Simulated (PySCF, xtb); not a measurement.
Ga(Me)2 (C₂H₆Ga), SMILES [CH3][Ga+][CH3], charge +1.

GFN2-xTB run with xtb at its own geometry gives an orbital gap of 3.30 eV.

Coordinates come from a r2SCAN-D4/def2-SVP optimisation. A frequency run showed that this geometry is not a minimum. The multiplicity is an assumed one; other spin states were not compared. The isomer is the one that the SMILES or the coordinates give; other isomers of the formula were not compared.

Q: What does PBE0/def2-TZVPD in PySCF give? (Estimate from the structure and the level; the computed values follow.)

A: gap 7.69 eV (levels -14.27 and -6.58 eV).
